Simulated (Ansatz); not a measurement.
`C[O][Ge]([OH])([F])[Cl]`, charge 0, multiplicity 1.

Problem. Give a relaxed structure at PBE0-D4/def2-TZVP (Ansatz 0.2.0). (An estimate is asked.)

Solution. The calculation gave: 
Z-matrix (Å, degrees):
```
C
O 1 1.420
H 1 1.094 2 111.5
H 1 1.090 2 107.1 3 119.0
H 1 1.094 2 111.4 3 -122.2
Ge 2 1.742 1 120.7 3 60.9
F 6 1.721 2 108.4 1 -57.0
O 6 1.739 2 108.6 1 -177.0
Cl 6 2.112 2 113.6 1 60.3
H 8 0.962 6 111.7 2 23.4
```
This is one stationary point; other conformers may exist.
